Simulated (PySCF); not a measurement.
InF2, SMILES [F][In][F], multiplicity 2.

Coordinates come from a r2SCAN-D4/def2-TZVP optimisation. The multiplicity is an assumed one; other spin states were not compared. The isomer is the one that the SMILES or the coordinates give; other isomers of the formula were not compared. The def2 effective core potentials stand for the cores of In; spin–orbit coupling is left out.

Level of theory: IEF-PCM-ωB97X/def2-SVP run with PySCF.

The values are the electrostatic part of the solvation free energy, E(continuum) − E(gas) at the gas-phase geometry, in a cavity of scaled van der Waals radii (PySCF's table); cavitation and dispersion terms are not included. A continuum can't describe solvent molecules that bind to the metal. The dipole moment in vacuum is 3.15 D.

| solvent | ε | ΔG(elec) (kcal/mol) | dipole (D) |
|---|---|---|---|
| water | 78.36 | ___ | ___ |
| chlorobenzene | 5.70 | -8.6 | 3.82 |
| cyclohexanone | 15.62 | -10.4 | 3.96 |

Q: What belongs in the gaps? (Estimate from the structure and the level; the computed values follow.)

A: 
- water, ΔG(elec) (kcal/mol): -11.3
- water, dipole (D): 4.03
